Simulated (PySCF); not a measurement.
FH₂MgN, SMILES [NH2][Mg][F]. Geometry optimised at TPSSh-D3(BJ)/def2-TZVP. Other conformers were not sampled.

Problem. Give the equilibrium geometry at TPSSh-D3(BJ)/def2-TZVP (PySCF confirms it by a frequency run) as a Z-matrix, and its point group. (An estimate is asked for; the answer gives what the named calculation found.)

Solution. This is not unique; one that fits is point group C2v.
```
N
H 1 1.0117
H 1 1.0117 2 107.12
Mg 1 1.8832 2 126.44 3 180.00
F 4 1.7626 2 161.86 1 180.00
```
Charge 0, spin multiplicity 1.
